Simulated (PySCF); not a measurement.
# Radial density of N(2+) (nitrogen, charge +2)

UHF, [He] 2s2 2p1, 2P determinant. All numbers are calculated (PySCF 2.14, the spin-free X2C one-electron Hamiltonian (Gaussian nucleus), in x2c-TZVPall (5s3p2d1f, 31 functions)).

```csv
r (bohr),4πr²ρ (e/bohr),4πr²(ρα − ρβ)
0.00322,0.02716,0.0000
0.00542,0.07421,0.0000
0.00911,0.1966,0.0000
0.0153,0.5064,0.0001
0.0258,1.230,0.0002
0.0433,2.717,0.0009
0.0729,5.086,0.0041
0.123,7.246,0.0193
0.206,6.582,0.0812
0.347,3.101,0.2886
0.584,1.954,0.6914
0.982,2.652,0.8273
1.65,1.101,0.3173
2.78,0.06930,0.0213
4.67,0.0001973,0.0001
```

Densities and radii are taken from the X2C orbitals without a picture-change correction, which distorts them close to the nucleus.
